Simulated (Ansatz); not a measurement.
Relaxation of ClF2H5OSi (10 atoms, charge 0, multiplicity 1), to a largest force component of 0.03 eV/Å in at most 50 steps.

The calculation used Ansatz, RKS r2SCAN-D4/6-31G.

```xyz
10
Properties=species:S:1:pos:R:3:forces:R:3
Si -0.572 1.234 0.223 0.33 -0.30 -0.09
F -1.482 -1.575 -0.150 -0.99 0.96 0.23
H -1.505 1.162 -0.939 0.01 0.02 0.02
H -1.054 0.707 1.523 0.01 -0.02 0.00
Cl -0.160 3.380 0.485 -0.01 -0.04 0.00
H 1.582 -1.678 0.116 0.22 1.64 0.37
O 0.983 0.487 -0.094 -0.31 -0.18 0.11
H -0.765 -2.139 -0.313 1.45 -0.90 -0.20
F 1.362 -2.531 -0.176 -0.74 -1.14 -0.41
H 1.611 0.955 -0.674 0.04 -0.03 -0.02
```

Task: Where does it end, and by what steps?

Result: The run converged. Limits of this set-up: no polarisation functions. After 20 steps the energy has fallen by 1.114 eV; H6 moved furthest, 0.99 Å. Parted: F2–H8 (0.93 → 1.42 Å), H6–F9 (0.93 → 1.48 Å). Joined: Si1–F2 (2.98 → 1.83 Å), H6–O7 (2.26 → 1.03 Å), H8–F9 (2.17 → 1.02 Å).

```csv
step,energy less start (eV),largest force component (eV/Å),accepted
0,0.0000,1.642,yes
1,-0.2788,0.797,yes
2,-0.5026,0.391,yes
3,-0.6608,1.186,yes
4,-0.7108,2.169,yes
5,-0.8172,0.691,yes
6,-0.8649,0.317,yes
7,-0.7570,2.511,no
8,-0.8948,0.511,yes
9,-0.9129,0.257,yes
10,-0.9278,0.344,yes
11,-0.9746,0.454,yes
12,-0.9685,0.902,no
13,-1.0322,0.556,yes
14,-1.0401,1.310,yes
15,-1.0778,0.704,yes
16,-1.0056,1.049,no
17,-1.1111,0.257,yes
18,-1.1116,0.167,yes
19,-1.1139,0.071,yes
20,-1.1142,0.020,yes
```

```xyz
10
Properties=species:S:1:pos:R:3
Si -0.806 0.706 0.189
F -1.108 -1.092 0.058
H -1.653 1.025 -0.990
H -1.240 0.771 1.610
Cl 0.241 2.795 0.226
H 1.195 -0.846 -0.263
O 0.954 0.146 -0.137
H -0.099 -2.059 -0.176
F 0.877 -2.287 -0.340
H 1.640 0.841 -0.176
```

Whether the end is a true minimum wasn't checked by a vibrational analysis.

The run took 110 s on 1 thread of Intel(R) Xeon(R) Processor @ 2.70GHz (shared host), peak memory 0.19 GiB.
